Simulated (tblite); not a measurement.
Species: C4H8FS2 (doublet state).
Atom-mapped SMILES: `[CH3:1][S:2][CH2:3][C@H:4]([S:5])[CH2:6][F:7]` (hydrogens: H8, H9, H10 on C1; H11, H12 on C3; H13 on C4; H14, H15 on C6)

Geometry (GFN2-xTB, Å), atoms numbered from 1 in this order:
```
atom  x, y, z in Å
C1     2.579   -0.158    0.257
S2     1.536    1.222    0.770
C3     0.010    0.804   -0.112
C4    -0.842   -0.243    0.616
S5    -0.203   -1.920    0.425
C6    -2.265   -0.228    0.061
F7    -2.841    1.002    0.251
H8     3.504   -0.093    0.820
H9     2.777   -0.092   -0.809
H10    2.054   -1.088    0.485
H11   -0.556    1.735   -0.170
H12    0.268    0.466   -1.116
H13   -0.867   -0.012    1.686
H14   -2.891   -0.961    0.578
H15   -2.266   -0.425   -1.016
```

Computed with GFN2-xTB (tblite): harmonic, unscaled wavenumbers at the GFN2-xTB geometry, gas phase. The method is semi-empirical: single wavenumbers can be off by several per cent or more. One conformer, not necessarily the lowest. Open shells enter through the occupations alone, without spin polarisation, and single modes of such species can be off by tens of per cent.

Harmonic wavenumbers (cm⁻¹): 46.7, 107.0, 127.5, 179.6, 187.7, 203.4, 248.2, 340.9, 363.0, 430.7, 701.9, 738.8, 764.8, 872.0, 894.4, 936.1, 970.7, 1010.2, 1045.6, 1065.3, 1110.7, 1177.0, 1218.9, 1243.7, 1274.7, 1313.1, 1318.9, 1411.0, 1417.4, 1433.5, 1444.2, 2927.1, 2934.7, 2955.5, 2964.9, 2989.8, 2992.1, 3028.0, 3069.5.

A = 2367, B = 1154, C = 816.3 MHz; mass 139.005 u (most abundant isotopes); point group C1, symmetry number 1; spin multiplicity 2.

Question: Zero-point energy?

Answer: ½Σν̃ = 24730 cm⁻¹ = 295.83 kJ/mol.

Question: Give the ideal-gas entropy at 273.15 K and 1 bar in the rigid-rotor, harmonic-oscillator model (classical rotation).

Answer: Translation 168.58, rotation 121.73, vibration 94.90, spin (R ln 2) 5.76: S = 391.0 J/(mol K).

Question: And Cp and H(273.15 K) − H(0)?

Answer: Cp = 128.32 J/(mol K), of which vibrations give 95.06 (their classical limit is 39 R = 324.3); H(273.15 K) − H(0) = 22.87 kJ/mol without the zero-point energy, 13.78 from vibrations.

Question: What must be added to the electronic energy to get the Gibbs energy at 273.15 K and 1 bar?

Answer: ZPE + [H(273.15 K) − H(0)] − T·S = 295.83 + 22.87 − 106.80 = 211.90 kJ/mol.

Question: How do the functions run with temperature in this model?

Answer: 
| T (K) | S (J/(mol K)) | Cp (J/(mol K)) | H − H(0) (kJ/mol) | G − H(0) (kJ/mol) | ln q(vib) |
| --- | --- | --- | --- | --- | --- |
| 50 | 249.5 | 51.0 | 1.99 | -10.48 | 0.39 |
| 100 | 292.6 | 74.9 | 5.17 | -24.08 | 1.38 |
| 298.15 | 402.6 | 136.3 | 26.18 | -93.85 | 5.90 |
| 373.15 | 435.7 | 159.9 | 37.29 | -125.29 | 7.53 |
| 500 | 487.5 | 194.7 | 59.86 | -183.90 | 10.21 |
| 750 | 576.3 | 242.7 | 115.01 | -317.23 | 15.22 |
| 1000 | 650.7 | 273.7 | 179.83 | -470.86 | 19.83 |

q(vib) and H(0) count from the zero-point level.

Question: Blend soft modes into free rotors: weight 1/[1 + (100 cm⁻¹/ν̃)⁴] for the oscillator and the rest for a rotor with moment μB/(μ + B), μ = h/(8π²ν), B = 10⁻⁴⁴ kg m². What vibrational entropy results?

Answer: 88.86 J/(mol K) in place of 94.90, which changes −T·S at 273.15 K by +1.65 kJ/mol.

Question: Which modes carry the vibrational entropy at 273.15 K?

Answer: 46.7 cm⁻¹: 20.00; 107.0 cm⁻¹: 13.19; 127.5 cm⁻¹: 11.78; 179.6 cm⁻¹: 9.08; 187.7 cm⁻¹: 8.74; 203.4 cm⁻¹: 8.13 J/(mol K); the other 33 give 23.99 together.

Hindered rotation and anharmonicity are outside this model. Other conformers, if any are populated, would add a mixing term that is left out. The structure is chiral; the term R ln 2 for an equal mix with its mirror image is left out.

The run took 2.2 s wall, 1.9 s CPU on one thread, AMD EPYC (x86_64), no GPU, shared host. This covers the Hessian and the dipole derivatives.
